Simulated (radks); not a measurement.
Radial electron density D(r) = 4 pi r^2 rho(r) of an atom or ion with 44 electrons. Method: scalar-relativistic Kohn-Sham, BLYP, spin-polarised, spherical densities, point nucleus; computed with a radial shooting solver on a logarithmic mesh with Libxc functionals.

```
   r/bohr * D(r) (the largest magnitude, 68.9, reaches the edge; | marks zero)
 0.001338 |*
 0.001858 | *
 0.002579 |   *
 0.003581 |      *
 0.004971 |           *
   0.0069 |                 *
 0.009579 |                          *
   0.0133 |                                   *
  0.01846 |                                          *
  0.02562 |                                           *
  0.03557 |                                        *
  0.04938 |                                     *
  0.06855 |                                            *
   0.0944 |                                                      *
    0.131 |                                                  *
   0.1819 |                                    *
   0.2525 |                                      *
   0.3506 |                                         *
   0.4866 |                        *
   0.6756 |          *
   0.9378 |          *
    1.302 |        *
    1.807 |   *
    2.509 |*
    3.483 *
    4.796 *
    6.658 *
    9.242 *
    12.83 *
    17.81 *
    24.72 *
```

What is the nuclear charge?

Answer. Z = 44. The innermost maximum, from 1s, lies near gamma/Z bohr with gamma = sqrt(1 - (Z/c)^2) = 0.947, here 0.0215 bohr (found: 0.0235), and its height grows with Z. The density is that of neutral ruthenium in [Kr] 4d7 6p1; the configuration itself is not fixed sharply by these data, and Z only to a few units. D(r) has 5 maxima, at r = 0.0235, 0.104, 0.318, 0.953, 10.1 bohr, and minima at 0.0467, 0.205, 0.750, 5.76 bohr, inside which lie 2.01, 11.08, 29.12, 43.05 electrons.
